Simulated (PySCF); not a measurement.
CsBr, SMILES [Br][Cs]. Atoms are numbered in the order given.

```xyz
2

Cs     0.0000     0.0000    -1.2229
Br     0.0000     0.0000     1.9217
```
Charge 0, spin multiplicity 1.

The structure is a stationary point at B3LYP-D3(BJ)/def2-TZVPD. The def2 effective core potentials stand for the cores of Cs; spin–orbit coupling is left out.

Level of theory: PySCF with TDA-LC-ωPBE/def2-TZVPD.

Vertical excitations; the highest root listed may be one member of a degenerate set.  State labels are in the subgroup C2v.

Task: Give excitation energies, oscillator strengths and character. (The exact figures need the calculation; the answer reports its results.)

Result: 
```tsv
state	symmetry	energy (eV)	λ (nm)	f	main pairs
S1	B1	5.01	247	0.033	HOMO−1→LUMO, HOMO−1→LUMO+3 (degenerate set)
S2	B2	5.01	247	0.033	HOMO→LUMO, HOMO→LUMO+3 (degenerate set)
S3	A1	5.10	243	0.055	HOMO−2→LUMO 64 %, HOMO−2→LUMO+3 20 %
S4	A2	6.12	203	0.000	HOMO→LUMO+1 34 %, HOMO−1→LUMO+2 34 %, HOMO→LUMO+6 10 %, HOMO−1→LUMO+7 10 %
S5	A1	6.12	203	0.000	HOMO→LUMO+2 34 %, HOMO−1→LUMO+1 34 %, HOMO→LUMO+7 10 %, HOMO−1→LUMO+6 10 %
S6	A1	6.15	202	0.000	HOMO−1→LUMO+1 36 %, HOMO→LUMO+2 36 %, HOMO−1→LUMO+6 6 %, HOMO→LUMO+7 6 %
S7	A2	6.16	201	0.000	HOMO−1→LUMO+2 36 %, HOMO→LUMO+1 36 %, HOMO−1→LUMO+7 9 %, HOMO→LUMO+6 9 %
S8	B2	6.21	200	0.057	HOMO→LUMO+3, HOMO→LUMO, HOMO→LUMO+9 (degenerate set)
S9	B1	6.21	200	0.057	HOMO−1→LUMO+3, HOMO−1→LUMO, HOMO−1→LUMO+9 (degenerate set)
S10	B2	6.23	199	0.007	HOMO−2→LUMO+2 76 %, HOMO−2→LUMO+7 13 %
T1	B2	4.93	251	0	HOMO→LUMO, HOMO→LUMO+3 (degenerate set)
T2	B1	4.93	251	0	HOMO−1→LUMO, HOMO−1→LUMO+3 (degenerate set)
T3	A1	4.98	249	0	HOMO−2→LUMO 61 %, HOMO−2→LUMO+3 19 %, HOMO−2→LUMO+8 10 %
T4	A1	5.99	207	0	HOMO→LUMO+2 24 %, HOMO−1→LUMO+1 24 %, HOMO→LUMO+7 15 %, HOMO−1→LUMO+6 15 %
```
Triplets are in the Tamm–Dancoff approximation.
